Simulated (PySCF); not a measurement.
C₄H₉NO, charge -1, doublet, geometry from GFN2-xTB (a state made from the parent by changing its charge; the spin is typed, not shown lowest) (in this run its highest filled SCF level lies above zero, so its values depend strongly on the basis, on diffuse functions most of all); DF-PBE0/STO-3G (PySCF).

PySCF was given this input:
```python
from pyscf import gto, scf, dft

mol = gto.Mole()
mol.atom = '''
    C    -1.32804898    0.28654700   -0.99739366
    N    -0.54716568    0.48378375    0.21435778
    C    -1.27371006   -0.02765360    1.35459525
    C     0.78613441   -0.17415930    0.13577455
    C     1.78528448    0.75835967   -0.53003741
    O     0.85373228   -1.46358153   -0.02632778
    H    -2.29508084    0.80576201   -0.92112488
    H    -0.77365157    0.70545596   -1.83755124
    H    -1.52022664   -0.77971394   -1.20485894
    H    -0.69318679    0.17802262    2.25515176
    H    -1.44127628   -1.11674660    1.29696746
    H    -2.24995037    0.47050717    1.43696649
    H     2.79662508    0.38295767   -0.36175633
    H     1.65761230    0.85615742   -1.62777069
    H     1.70147761    1.76120120   -0.10353830
'''
mol.basis = 'sto-3g'
mol.charge = -1
mol.spin = 1
mol.verbose = 4
mol.build()

mf = dft.UKS(mol)
mf.xc = 'pbe0'
mf = mf.density_fit(auxbasis='def2-universal-jkfit')
mf.kernel()
```

What the program printed (banner, timings and long lists left out):

```
PySCF version 2.14.0

[INPUT] verbose = 4
[INPUT] num. atoms = 15
[INPUT] num. electrons = 49
[INPUT] charge = -1
[INPUT] spin (= nelec alpha-beta = 2S) = 1
[INPUT] symmetry False subgroup None
[INPUT] Mole.unit = angstrom
[INPUT] Symbol           X                Y                Z      unit          X                Y                Z       unit  Magmom
[INPUT]  1 C     -1.328048980000   0.286547000000  -0.997393660000 AA   -2.509648852208   0.541495351816  -1.884800855778 Bohr   0.0
[INPUT]  2 N     -0.547165680000   0.483783750000   0.214357780000 AA   -1.033993279961   0.914218791015   0.405077496870 Bohr   0.0
[INPUT]  3 C     -1.273710060000  -0.027653600000   1.354595250000 AA   -2.406963175503  -0.052257730358   2.559814032137 Bohr   0.0
[INPUT]  4 C      0.786134410000  -0.174159300000   0.135774550000 AA    1.485578731997  -0.329113379046   0.256576714186 Bohr   0.0
[INPUT]  5 C      1.785284480000   0.758359670000  -0.530037410000 AA    3.373698721637   1.433092080216  -1.001625540674 Bohr   0.0
[INPUT]  6 O      0.853732280000  -1.463581530000  -0.026327780000 AA    1.613320192900  -2.765768252672  -0.049752293668 Bohr   0.0
[INPUT]  7 H     -2.295080840000   0.805762010000  -0.921124880000 AA   -4.337074221337   1.522669520479  -1.740673749723 Bohr   0.0
[INPUT]  8 H     -0.773651570000   0.705455960000  -1.837551240000 AA   -1.461989583140   1.333118557342  -3.472468583455 Bohr   0.0
[INPUT]  9 H     -1.520226640000  -0.779713940000  -1.204858940000 AA   -2.872811996868  -1.473445802106  -2.276853415334 Bohr   0.0
[INPUT] 10 H     -0.693186790000   0.178022620000   2.255151760000 AA   -1.309933186266   0.336413995778   4.261619195731 Bohr   0.0
[INPUT] 11 H     -1.441276280000  -1.116746600000   1.296967460000 AA   -2.723617439032  -2.110345224539   2.450913291873 Bohr   0.0
[INPUT] 12 H     -2.249950370000   0.470507170000   1.436966490000 AA   -4.251789993164   0.889129690944   2.715473116278 Bohr   0.0
[INPUT] 13 H      2.796625080000   0.382957670000  -0.361756330000 AA    5.284855474290   0.723685113602  -0.683620387528 Bohr   0.0
[INPUT] 14 H      1.657612300000   0.856157420000  -1.627770690000 AA    3.132433267710   1.617903043314  -3.076040797694 Bohr   0.0
[INPUT] 15 H      1.701477610000   1.761201200000  -0.103538300000 AA    3.215326689980   3.328187918255  -0.195659030403 Bohr   0.0

nuclear repulsion = 248.286788132771
number of shells = 27
number of NR pGTOs = 117
number of NR cGTOs = 39
basis = sto-3g
ecp = {}

******** <class 'pyscf.df.df_jk.DFUKS'> ********
method = DFUKS
initial guess = minao
damping factor = 0
level_shift factor = 0
DIIS = <class 'pyscf.scf.diis.CDIIS'>
diis_start_cycle = 1
diis_space = 8
diis_damp = 0
SCF conv_tol = 1e-09
SCF conv_tol_grad = None
SCF max_cycles = 50
direct_scf = False
number electrons alpha = 25  beta = 24
XC library pyscf.dft.libxc version 7.1.2
    S. Lehtola, C. Steigemann, M. J. T. Oliveira, and M. A. L. Marques,  SoftwareX 7, 1–5 (2018)
XC functionals = pbe0
    C. Adamo and V. Barone,  J. Chem. Phys. 110, 6158 (1999)
    M. Ernzerhof and G. E. Scuseria,  J. Chem. Phys. 110, 5029 (1999)
radial grids:
    Treutler-Ahlrichs [JCP 102, 346 (1995); DOI:10.1063/1.469408] (M4) radial grids

becke partition: Becke, JCP 88, 2547 (1988); DOI:10.1063/1.454033
pruning grids: <function nwchem_prune>
grids dens level: 3
symmetrized grids: False
atomic radii adjust function: <function treutler_atomic_radii_adjust>
small_rho_cutoff = 0
Set gradient conv threshold to 3.16228e-05
tot grids = 172728
******** <class 'pyscf.df.df.DF'> ********
auxbasis = def2-universal-jkfit
init E= -284.297054082608

cycle= 1 E= -283.475533112053  delta_E= 0.822  |g|= 0.424  |ddm|= 3.45
cycle= 2 E= -283.292741946547  delta_E= 0.183  |g|= 0.79  |ddm|= 1.83
cycle= 3 E= -283.642401695315  delta_E= -0.35  |g|= 0.0918  |ddm|= 1.15
cycle= 4 E= -283.64734557445  delta_E= -0.00494  |g|= 0.0481  |ddm|= 0.189
cycle= 5 E= -283.648756767774  delta_E= -0.00141  |g|= 0.0119  |ddm|= 0.0749
cycle= 6 E= -283.648851072374  delta_E= -9.43e-05  |g|= 0.00418  |ddm|= 0.0177
cycle= 7 E= -283.648869500714  delta_E= -1.84e-05  |g|= 0.000832  |ddm|= 0.0131
cycle= 8 E= -283.64887003255  delta_E= -5.32e-07  |g|= 0.000224  |ddm|= 0.00169
cycle= 9 E= -283.648870077181  delta_E= -4.46e-08  |g|= 3.25e-05  |ddm|= 0.000543
cycle= 10 E= -283.648870078662  delta_E= -1.48e-09  |g|= 1.61e-05  |ddm|= 0.000104
cycle= 11 E= -283.648870078904  delta_E= -2.41e-10  |g|= 4.8e-06  |ddm|= 3.44e-05
Extra cycle  E= -283.648870078937  delta_E= -3.38e-11  |g|= 3.89e-06  |ddm|= 1.71e-05
converged SCF energy = -283.648870078937  <S^2> = 0.75164414  2S+1 = 2.0016435
```
